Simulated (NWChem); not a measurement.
System: SnO anion, doublet; SMILES of the neutral closed-shell parent [Sn]=[O]

```xyz
2

Sn     0.0000     0.0000     0.2794
O      0.0000     0.0000    -1.6801
```
Atoms are numbered in this order, from 1.

Level: B3LYP/def2-SVPD with def2 effective core potentials on Sn, spin-unrestricted (NWChem), optimised geometry, unscaled harmonic frequencies. The state is orbitally degenerate and is run as one real component. This spin state was assumed; another may lie lower. The highest occupied level is positive, so the extra electron may be held by the finite basis. B3LYP is NWChem's, with the RPA form of VWN correlation. def2 effective core potentials on Sn; no spin-orbit coupling.

```csv
frequency (cm⁻¹),IR intensity (km/mol)
648,133.0
```

```yaml
zero_point_energy: 0.9 kcal/mol
thermal correction to the enthalpy at 298.15 K (with zero-point energy): 3.1 kcal/mol
heat capacity Cv: 5.9 cal/(mol K)
```

Rigid rotor and harmonic oscillator.
